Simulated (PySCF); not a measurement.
**Gas-phase XPS of `CC[C@H]([SiH3])[SiH2]O[SiH3]`, computed**

C3H14OSi3.
Cartesian coordinates in Å at the PBE0-D3(BJ)/def2-SVP level; atoms count from 1:
```xyz
21
C3H14OSi3 angstrom
C     -3.1552    1.1467   -0.7663
C     -2.2802    0.0795   -1.4099
C     -1.0085   -0.2784   -0.6150
Si    -1.3523   -1.0836    1.0628
Si     0.2095    1.1494   -0.4742
O      1.6612    0.5818    0.0755
Si     2.9822   -0.3586    0.3638
H     -4.0519    1.3390   -1.3741
H     -2.6231    2.1051   -0.6538
H     -3.4959    0.8455    0.2375
H     -2.8812   -0.8340   -1.5616
H     -1.9899    0.4130   -2.4219
H     -0.4470   -1.0486   -1.1790
H     -2.4153   -2.1284    0.9137
H     -1.8165   -0.0886    2.0788
H     -0.1114   -1.7306    1.5863
H     -0.2567    2.1950    0.4843
H      0.3971    1.7771   -1.8204
H      3.6336    0.0826    1.6309
H      3.9562   -0.2283   -0.7610
H      2.5810   -1.7926    0.4906
```

Theory: PySCF 2.14.0, delta-SCF UKS SCAN, pcX-2 on the ionised atom, pcseg-1 elsewhere, spin-free X2C. Binding energies are ΔSCF values: E(core-ionised, relaxed orbitals) − E(ground state) at a fixed geometry, referred to the vacuum level.

Give the core binding energies atom by atom.

```json
{"atom(s)": "Si4", "bonded to": "C and 3 H", "level": "Si 2p3/2", "binding energy (eV)": "106.47", "2p1/2 (eV)": "107.10", "above the level's lowest (eV)": "0.00", "count": "1"}
{"atom(s)": "Si5", "bonded to": "O, C and 2 H", "level": "Si 2p3/2", "binding energy (eV)": "107.10", "2p1/2 (eV)": "107.72", "above the level's lowest (eV)": "+0.63", "count": "1"}
{"atom(s)": "Si7", "bonded to": "O and 3 H", "level": "Si 2p3/2", "binding energy (eV)": "107.50", "2p1/2 (eV)": "108.12", "above the level's lowest (eV)": "+1.03", "count": "1"}
{"atom(s)": "C3", "bonded to": "C, H and 2 Si", "level": "C 1s", "binding energy (eV)": "289.75", "2p1/2 (eV)": "–", "above the level's lowest (eV)": "0.00", "count": "1"}
{"atom(s)": "C1", "bonded to": "C and 3 H", "level": "C 1s", "binding energy (eV)": "290.65", "2p1/2 (eV)": "–", "above the level's lowest (eV)": "+0.90", "count": "1"}
{"atom(s)": "C2", "bonded to": "2 C and 2 H", "level": "C 1s", "binding energy (eV)": "290.77", "2p1/2 (eV)": "–", "above the level's lowest (eV)": "+1.02", "count": "1"}
{"atom(s)": "O6", "bonded to": "2 Si", "level": "O 1s", "binding energy (eV)": "537.70", "2p1/2 (eV)": "–", "above the level's lowest (eV)": "0.00", "count": "1"}
{"atom(s)": "Si4", "bonded to": "C and 3 H", "level": "Si 1s", "binding energy (eV)": "1846.24", "2p1/2 (eV)": "–", "above the level's lowest (eV)": "0.00", "count": "1"}
{"atom(s)": "Si5", "bonded to": "O, C and 2 H", "level": "Si 1s", "binding energy (eV)": "1847.05", "2p1/2 (eV)": "–", "above the level's lowest (eV)": "+0.81", "count": "1"}
{"atom(s)": "Si7", "bonded to": "O and 3 H", "level": "Si 1s", "binding energy (eV)": "1847.44", "2p1/2 (eV)": "–", "above the level's lowest (eV)": "+1.20", "count": "1"}
```

Lowest listed C 1s: C3, bonded to C, H and 2 Si. Highest, 1.02 eV above it: C2, bonded to 2 C and 2 H. The widest gap between neighbouring values is 0.90 eV, between 289.75 and 290.65 eV. Summing the Pauling electronegativity differences to the bonded atoms, each weighted by its formal bond order, gives -1.65 for the lowest site and -0.70 for the highest; no listed site has a larger sum than the highest.

Lowest listed Si 1s: Si4, bonded to C and 3 H. Highest, 1.20 eV above it: Si7, bonded to O and 3 H. The widest gap between neighbouring values is 0.81 eV, between 1846.24 and 1847.05 eV. Summing the Pauling electronegativity differences to the bonded atoms, each weighted by its formal bond order, gives +1.55 for the lowest site and +2.44 for the highest; the largest sum, +2.79, belongs to Si5, 0.39 eV below the top.

Lowest listed Si 2p3/2: Si4, bonded to C and 3 H. Highest, 1.03 eV above it: Si7, bonded to O and 3 H. The widest gap between neighbouring values is 0.63 eV, between 106.47 and 107.10 eV. Summing the Pauling electronegativity differences to the bonded atoms, each weighted by its formal bond order, gives +1.55 for the lowest site and +2.44 for the highest; the largest sum, +2.79, belongs to Si5, 0.40 eV below the top.

Which photon energy gives electrons from Si 2p3/2 of Si5 a kinetic energy of 100 eV, and what is their de Broglie wavelength?

hν = 107.10 + 100 = 207.10 eV, recoil neglected; λ = 12.264 Å/√(E/eV) = 1.23 Å.

Express the binding energy of Si 2p3/2 of Si5 in atomic units and per mole.

107.10 eV = 3.9359 Eh = 10334 kJ/mol.

2p3/2 and 2p1/2 are the ΔSCF energy of one spin-free 2p hole plus the eigenvalues of a spin–orbit and ligand-field matrix of the shell. 2p1/2 minus 2p3/2 (ligand field included): Si 0.62 eV. Geometry: PBE0-D3(BJ)/def2-SVP, one conformer, isolated molecule.
